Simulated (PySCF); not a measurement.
```xyz
3
charge 0 multiplicity 2, angstrom
I     0.0000    0.0000   -0.2090
O     1.5037    0.0000    0.8304
O    -1.5037    0.0000    0.8304
```

All numbers come from PySCF, UPBE, basis I def2-TZVP with ECP28, O def2-TZVP (scalar-relativistic core potentials, no spin–orbit coupling, density fitting).

This geometry of IO2 is a stationary point at this level.

Task: What is the point group?

Result: C2v.

Task: Is it a minimum?

Result: Yes: all harmonic wavenumbers are real.

Task: What are the dipole moment and the gap between the highest occupied and lowest empty levels of either spin?

Result: 3.53 D and 0.97 eV.

Task: Give the ideal-gas entropy at 298.15 K and 1 bar by parts.

Result: translation 172.1, rotation 93.5, vibration 9.0, spin 5.8; total 280.3 J/(mol K).

This need not be the most stable arrangement of these atoms. With an element this heavy the missing spin–orbit coupling can shift these numbers.
